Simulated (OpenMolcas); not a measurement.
Pd2+ with 2 ligands (iodide) in linear coordination (D∞h) at 2.73 Å. Ligand basis ANO-RCC-VDZP.

```json
{"Program": "OpenMolcas", "Method": "CASSCF", "Basis": "ANO-RCC-VDZP [6s5p3d1f]", "Scalar Hamiltonian": "DKH2, point nucleus", "Active space": "8 electrons in 5 orbitals (4d)", "State averaging": "2S+1 = 3 even, 10 roots; 2S+1 = 1 even, 15 roots", "Spin-orbit coupling": "state interaction with AMFI integrals over the reference wave functions"}
```

Q: What is the spin-free ground state (labels by Λ)?

A: 3Δ, 2-fold in its orbital part; it has the highest spin that d8 allows.

Q: Where is the first state of the same spin?

A: 3Π at 54.3 cm-1 above the ground state. The two act as a nearly degenerate pair, with unquenched orbital momentum.

Q: What are the lowest two levels with spin-orbit coupling?

A: A 2-fold level with g = 0.00, 0.00, 5.22, then a 2-fold level 167.7 cm-1 above it. Their leading multiplicities are 3 (100 %) and 3 (100 %).

Q: What is χT at 300 K, and how does it compare with the textbook value?

A: The lowest level has 2S+1 = 3, for which the spin-only value is χT = S(S+1) / 2 = 1.000 cm3 K/mol (g = 2). The computed 2.750 at 300 K differs by +1.750, through orbital momentum, spin-orbit coupling and any other state in reach.

Spin-orbit coupling mixes the spin-free states strongly: the lowest level takes only 61 % from its leading state, 3Π, which lies 54 cm-1 above the lowest spin-free state. Without dynamic correlation the repulsion within the d shell is too large (B by tens of per cent), so at a given field states of lower spin stand too high. Real 4d8 and 5d8 ions are as a rule square planar and diamagnetic. The least metal-like active orbital is 74 % on the metal (Löwdin) and no ligand orbital is active, so the numbers are rough. Ligand-to-metal charge-transfer states are missing. With no ligand orbital active B as a rule stays too high, so bands that hang on it stand too high and its fall with covalency is understated. No measured value stands beside these numbers; the geometry is a model, was not optimised and need not be the one that this ion takes.

With an even number of electrons the g values are those of a degenerate or nearly degenerate non-Kramers pair.
